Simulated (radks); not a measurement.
Sn3+, 47 electrons, occupied as [Kr] 4d10 5s1 (the NIST ground configuration). Calculated with a radial shooting solver on a logarithmic mesh with Libxc functionals: Dirac Kohn-Sham, Slater X-alpha with alpha = 0.827, spin-unpolarised, spherical densities, point nucleus.

Spin-orbit splittings of the eigenvalues, e(l+1/2) - e(l-1/2), with zeta = 2 splitting/(2l+1) and mean radii in bohr:

| shell | occ. | splitting (eV) | zeta (eV) | <r> j=l-1/2 | <r> j=l+1/2 |
|---|---|---|---|---|---|
| 2p | 6 | 232.3 | 154.9 | 0.1055 | 0.1109 |
| 3p | 6 | 42.64 | 28.42 | 0.3285 | 0.3397 |
| 3d | 10 | 8.864 | 3.546 | 0.3106 | 0.3142 |
| 4p | 6 | 7.793 | 5.195 | 0.8574 | 0.8867 |
| 4d | 10 | 1.114 | 0.4456 | 1.055 | 1.067 |
